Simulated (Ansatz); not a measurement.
Ideal-gas functions of AlF2HO (`[OH][Al]([F])[F]`) at 600 K and 1 bar, from an Ansatz frequency run at PBE0-D4/def2-TZVP.

Molar mass 81.98 g/mol, point group Cs (symmetry number 1), electronic degeneracy 1, moments of inertia 75.635, 76.302, 151.937 u Å². Harmonic wavenumbers (cm⁻¹, unscaled): 231, 248, 294, 353, 626, 704, 941, 973, 3968.

Use S(trans) = R[1.5 ln M + 2.5 ln T − 1.1517]; rotational temperatures θ = 24.2544 K / I; S(rot) = R[ln(√π/σ · √(T³/θAθBθC)) + 1.5]; for each mode x = 1.438777 ν̃/T, S = R[x/(eˣ − 1) − ln(1 − e⁻ˣ)] and H = RT x/(eˣ − 1); 1 cm⁻¹ = 0.0119627 kJ/mol; R = 8.31446 J/(mol·K).

By hand: the entropy, in J/(mol·K).

Translation 178.3. Rotation: θ = 0.3207, 0.3179, 0.1596 K, giving 114.1. Vibration, mode by mode: 13.33, 12.76, 11.39, 9.94, 5.68, 4.88, 3.11, 2.93, 0.01, in all 64.0. Electronic 0.0. Sum 356.4 J/(mol·K).

By hand: H − E and G − E in kJ/mol, counted from the electronic energy.

Zero-point energy ½ × 8338 × 0.0119627 = 49.9; thermal vibration 20.6; translation, rotation and pV give 4 RT = 20.0. H − E = 90.5 kJ/mol, and G − E = 90.5 − 600 × 356.4/1000 = -123.3 kJ/mol.

Vibration gives 18 % of the entropy. The sum counts one conformer and one mirror image; others add a mixing term.
